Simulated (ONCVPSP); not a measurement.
**What the settings do to the ONCV potential of iridium**

Base potential:

```
Element                 : iridium (Ir)
Generator               : ONCVPSP 4.0.1
Type                    : optimised norm-conserving Vanderbilt (ONCV)
Functional              : PBE
Relativity              : scalar-relativistic
Frozen core             : [Xe] 4f14
Valence charge          : 9
Reference configuration : 5d7 6s2
Partial waves           : 6s: rc 2.50 bohr, ncon 4, nbas 7, qcut 2.1 1/bohr, 2 projectors, debl 2.1 Ha; p scattering state at 0.1 Ha: rc 2.65 bohr, ncon 3, nbas 8, qcut 3.7 1/bohr, 2 projectors, debl 2.9 Ha; 5d: rc 2.15 bohr, ncon 4, nbas 8, qcut 7.8 1/bohr, 1 projector
Local potential         : polynomial inside 1.55 bohr (lpopt 1, dvloc0 3 Ha)
Core correction         : none
```

In the p channel the program set the typed energies aside and used 0.050, 2.950 Ha.

Cutoffs, loose and tight: the cutoffs (Ha) at which the residual kinetic energy of the hardest occupied pseudo-wave falls to 1 and 0.1 mHa per electron. They do not see the model core or the augmentation charge, which bear on the density cutoff. Test errors are all-electron minus pseudo excitation energies from the reference, over the configurations 5d7 6s1; 5d7 6s0; 5d6 6s0; 5d7 6s0 6p2. A dash means not determined; rows that change the core or the reference have their own tests. The largest error is taken over the tests solved by every variant that gives reliable tests at all: 5d7 6s0; 5d7 6s0 6p2; 5d7 6s1.

A true bound ghost makes a file unfit for plane-wave use even where its test errors are small: the radial tests pick states by their node count and pass the ghost by.

| change | outcome | cutoff, loose | cutoff, tight | bound ghosts | GHOST(+) flags above zero | largest test error (meV) |
| --- | --- | --- | --- | --- | --- | --- |
| base | generated, projector energies reset by the program | 18 Ha | 22 Ha | none | s, p | +33 |
| all radii scaled by about 0.78 (s 1.96, p 2.06, d 1.68 bohr); local potential polynomial inside 1.22 bohr (lpopt 1, dvloc0 3 Ha) | generated | 19 Ha | 30 Ha | s, p | s, p | +25 |
| all radii scaled by about 0.87 (s 2.18, p 2.30, d 1.86 bohr); local potential polynomial inside 1.34 bohr (lpopt 1, dvloc0 3 Ha) | generated | 19 Ha | 22 Ha | none | s, p | +28 |
| all radii scaled by about 0.93 (s 2.32, p 2.46, d 2.00 bohr); local potential polynomial inside 1.44 bohr (lpopt 1, dvloc0 3 Ha) | generated, projector energies reset by the program | 19 Ha | 22 Ha | none | s, p | +30 |
| all radii scaled by about 1.25 (s 3.12, p 3.30, d 2.68 bohr); local potential polynomial inside 1.94 bohr (lpopt 1, dvloc0 3 Ha) | generated, projector energies reset by the program | 15 Ha | 18 Ha | none | s, p | -52 |
| all radii scaled by about 1.32 (s 3.30, p 3.50, d 2.84 bohr); local potential polynomial inside 2.04 bohr (lpopt 1, dvloc0 3 Ha) | generated, projector energies reset by the program | 15 Ha | 18 Ha | none | none | -82 |

(1) What comes out with this change to the base: all radii scaled by about 1.07 (s 2.68, p 2.84, d 2.30 bohr); local potential polynomial inside 1.66 bohr (lpopt 1, dvloc0 3 Ha)?

(2) What comes out with this change to the base: all radii scaled by about 1.16 (s 2.90, p 3.08, d 2.50 bohr); local potential polynomial inside 1.80 bohr (lpopt 1, dvloc0 3 Ha)?

## Answers

(1) outcome: generated, projector energies reset by the program; cutoff, loose: 18 Ha; cutoff, tight: 21 Ha; bound ghosts: none; GHOST(+) flags above zero: s, p; largest test error (meV): +32.

(2) outcome: generated, projector energies reset by the program; cutoff, loose: 17 Ha; cutoff, tight: 20 Ha; bound ghosts: none; GHOST(+) flags above zero: s, p; largest test error (meV): -24.

Reading the sweep of the scale of all radii (base = 1) (base included, trends over the rows without a ghost): The loose cutoff stays near 18 Ha. The median size of the test errors (rows with all tests solved) rises from 17.6 meV at 0.93 to 67.8 meV at 1.32, with one reversal. More of the atom is replaced by a form fitted at one configuration, so other configurations suffer as the radius grows. Bound ghosts are found at 0.78.
